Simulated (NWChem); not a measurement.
InNH3OCl; SMILES [NH2][In]([OH])[Cl]

```xyz
7

In     0.0048    -0.2758    -0.0153
Cl    -0.0714     2.0746     0.0158
O      1.8164    -1.0915     0.0373
H      2.5050    -0.4162     0.0547
N     -1.6986    -1.3482     0.0987
H     -1.6456    -2.2865    -0.2905
H     -2.5222    -0.8813    -0.2730
```
Atoms are numbered in this order, from 1.

All runs: NWChem. The geometry was optimised at PBE0/def2-SVP. No frequency run checked for a minimum. def2 effective core potentials on In; no spin-orbit coupling. Ions are spin-unrestricted doublets at the neutral geometry; other ion states weren't tried.

For level PBE0/def2-SVP:

- vertical ionisation energy, ΔSCF (eV): 9.80
- −ε(HOMO) (eV): 7.62

Task: Estimate the same quantities for level PBE/def2-SVP.

Result: 
| Quantity | Value |
|---|---|
| vertical ionisation energy, ΔSCF (eV) | 9.35 |
| −ε(HOMO) (eV) | 6.13 |
